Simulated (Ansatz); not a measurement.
One change: `CC(C)(C)[NH][Sn]([Cl])([Cl])[Cl]` becomes `CC(C)[NH][Sn]([Cl])([Cl])[Cl]`.

Ansatz, PBE0-D4/def2-TZVP geometries, multiplicity 1. Each molecule was computed in one conformer, which needn't be the lowest.

Elements past krypton have def2 core potentials.

| property | `CC(C)(C)[NH][Sn]([Cl])([Cl])[Cl]` |
| --- | --- |
| LUMO energy (B3LYP/def2-TZVPP) / eV | -2.51 |
| HOMO energy (PBE/def2-TZVPP) / eV | -6.24 |
| size of the dipole moment (ωB97M-V/def2-TZVPP) / D | 3.42 |
| HOMO–LUMO gap (B3LYP/def2-TZVPP) / eV | 4.87 |
| size of the dipole moment (B3LYP/def2-TZVPP) / D | 3.54 |
| size of the dipole moment (PBE/def2-TZVPP) / D | 3.55 |

(1) What does the change do to each property? (An estimate is asked.)

## Answers

(1) The calculation gave: 
```json
{"property": "LUMO energy (B3LYP/def2-TZVPP) / eV", "`CC(C)[NH][Sn]([Cl])([Cl])[Cl]`": "-2.53", "shift": "-0.02"}
{"property": "HOMO energy (PBE/def2-TZVPP) / eV", "`CC(C)[NH][Sn]([Cl])([Cl])[Cl]`": "-6.30", "shift": "-0.06"}
{"property": "size of the dipole moment (ωB97M-V/def2-TZVPP) / D", "`CC(C)[NH][Sn]([Cl])([Cl])[Cl]`": "3.18", "shift": "-0.24"}
{"property": "HOMO–LUMO gap (B3LYP/def2-TZVPP) / eV", "`CC(C)[NH][Sn]([Cl])([Cl])[Cl]`": "4.91", "shift": "0.04"}
{"property": "size of the dipole moment (B3LYP/def2-TZVPP) / D", "`CC(C)[NH][Sn]([Cl])([Cl])[Cl]`": "3.29", "shift": "-0.25"}
{"property": "size of the dipole moment (PBE/def2-TZVPP) / D", "`CC(C)[NH][Sn]([Cl])([Cl])[Cl]`": "3.32", "shift": "-0.23"}
```

Dipoles are sizes alone; their direction can turn.

B3LYP here is the variant with VWN-RPA as its local correlation; programs differ in this.
